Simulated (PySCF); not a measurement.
Xenon: a sound run and one with changed settings

Sound run: Xe⁺ [Kr] 4d10 5s2 5p5, Xe²⁺ [Kr] 4d10 5s2 5p4. Computed with PySCF 2.14 in x2c-SVPall, with scalar relativity by spin-free X2C-1e. In the sound run the correlated levels freeze [Kr] 4d10. The sound run starts from symmetry-adapted Hartree-Fock orbitals and uses a fine grid where one is needed.

Changed run: no relativity, point nucleus. This setting is unsound on purpose.

| species | method | sound run (hartree) | changed run (hartree) | converged |
| --- | --- | --- | --- | --- |
| Xe⁺ | UHF | -7442.23904 | -7014.13538 | yes |
| Xe⁺ | PBE | -7444.73413 | -7016.72811 | yes |
| Xe⁺ | LDA | -7438.47838 | -7010.49600 | yes |
| Xe⁺ | MP2 | -7442.30699 | -7014.20768 | yes |
| Xe⁺ | CCSD(T) | -7442.31911 | -7014.22299 | yes |
| Xe²⁺ | UHF | -7441.49504 | -7013.34900 | yes |
| Xe²⁺ | PBE | -7443.95508 | -7015.89525 | yes |
| Xe²⁺ | LDA | -7437.68712 | -7009.65033 | yes |
| Xe²⁺ | MP2 | -7441.54489 | -7013.40517 | yes |
| Xe²⁺ | CCSD(T) | -7441.55695 | -7013.42234 | yes |

Ionisation energy of Xe⁺:

```tsv
method	sound run (eV)	changed run (eV)
UHF	20.245	21.398
PBE	21.199	22.663
LDA	21.531	23.012
MP2	20.738	21.837
SCS-MP2	20.712	21.809
CCSD	20.734	21.785
CCSD(T)	20.739	21.787
```

Most of the change in total energy is the relativistic energy itself. On top of that the contraction fixes the core shape for the Hamiltonian it was made with, so the changed run is not a good calculation with the other Hamiltonian either.

For comparison, NIST gives 20.975 eV between the lowest levels.
